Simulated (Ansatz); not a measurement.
Molecule: CH₈FNSi₂, charge 0, multiplicity 1. 
Structure (B3LYP-D3(BJ)/def2-TZVP (Ansatz, a program for electronic structure) minimum search):
```xyz
13

Si     0.8017     0.6594    -0.3039
C      1.6931    -0.9113    -0.7270
F      1.3454     1.1346     1.1381
N     -0.9012     0.4471    -0.2836
Si    -1.8640    -0.8964     0.2401
H      1.1013     1.7722    -1.2287
H      1.3956    -1.2742    -1.7127
H      2.7716    -0.7419    -0.7359
H      1.4846    -1.6961     0.0020
H     -1.4246     1.2811    -0.5173
H     -2.7940    -0.5023     1.3251
H     -0.9436    -1.9424     0.7338
H     -2.6775    -1.4518    -0.8690
```
Charge 0, spin multiplicity 1.

Quantity: atomisation energy (electronic, to ground-state atoms), in kJ/mol. Correlated levels leave the core frozen unless marked. UHF or UKS for open shells. Spin-orbit coupling is left out. No relativistic terms. The coupled-cluster limit lacks core correlation, which all-electron functionals hold. CBS marks a two-point X^-3 extrapolation of the correlation energy; Hartree-Fock from the larger set.

| level | program | atomisation energy (kJ/mol) |
|---|---|---|
| revPBE-D3(BJ)/def2-TZVPD | Ansatz + dftd3 | 4542.2 |
| revPBE/def2-TZVPD | Ansatz | 4473.3 |
| r2SCAN-D4/def2-TZVPD | Ansatz + dftd4 | 4631.0 |
| B3LYP-D3(BJ)/def2-TZVPD | Ansatz + dftd3 | 4649.3 |
| r2SCAN0/def2-TZVPD | Ansatz | 4573.2 |
| CAM-B3LYP-D3(BJ)/def2-TZVPD | Ansatz + dftd3 | 4672.9 |
| B2PLYP-D3(BJ)/def2-TZVPD | Ansatz + dftd3 | 4604.1 |
| B2PLYP-D4/def2-TZVPD | Ansatz + dftd4 | 4599.6 |
| B2PLYP/def2-TZVPD | Ansatz | 4579.7 |
| SCS-MP2/6-31G* | Ansatz | 4160.3 |
| SCS-MP2/aug-cc-pV(D+d)Z | Ansatz | 4358.8 |
| SCS-MP2/cc-pV(D+d)Z | Ansatz | 4272.9 |
| SCS-MP2/cc-pV(Q+d)Z | Ansatz | 4678.5 |
| CCSD(T) with core electrons (1s frozen past Ne)/cc-pwCVTZ | Ansatz | ___ |
| CCSD(T)/CBS(cc-pV(T+d)Z,cc-pV(Q+d)Z) | Ansatz | 4664.5 |

Problem. Complete the blanks.

Solution. 
- CCSD(T) with core electrons (1s frozen past Ne)/cc-pwCVTZ, atomisation energy (kJ/mol): 4546.9
